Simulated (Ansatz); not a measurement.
Reaction (formal hydrolysis of a C–Al bond): `O[CH]([AlH2])[SiH3]` + H₂O → `OC(O)[SiH3]` + `[AlH3]`

Computed with Ansatz on PBE0-D4/def2-TZVP structures; ΔE is electronic, products minus reactants. CBS: MP2 limit from def2 TZ/QZ plus the TZ coupled-cluster correction, frozen cores. This one scheme is used for every species. DFT in def2-TZVPP. Each species was taken in one conformer, which may not be the lowest.

| species | RPA@PBE/def2-TZVPP energy (Eh) |
| --- | --- |
| `O[CH]([AlH2])[SiH3]` | -648.72470 |
| H₂O | -76.45633 |
| `OC(O)[SiH3]` | -481.31848 |
| `[AlH3]` | -243.84844 |

Question: Work out ΔE.

Answer: ΔE = (-481.31848) + (-243.84844) − (-648.72470) − (-76.45633) = 0.01411 Eh = +0.38 eV. CCSD(T)/CBS gives +0.53 eV.

Question: What do rigid-rotor, harmonic-oscillator terms from PBE0-D4/def2-TZVP frequencies (298.15 K, 1 bar) make of the CCSD(T)/CBS value? (Estimate.)

Answer: The calculation gave: ΔZPE = 0.00 eV, ΔH = +0.49 eV, ΔS = -22 J/(mol·K), ΔG = +0.56 eV.

Largest T1 diagnostic among the species: 0.012.

The D4 term adds +0.05 eV with B3LYP and +0.03 eV with PBE0; it sums over pairs of atoms, weighted by their polarisabilities, and B3LYP, whose exchange is more repulsive, gets the larger term. At CCSD(T), def2-SVP lies −0.38 eV from the extrapolated value and def2-TZVPP −0.08 eV.

B3LYP here is the variant with VWN-RPA as its local correlation; programs differ in this.
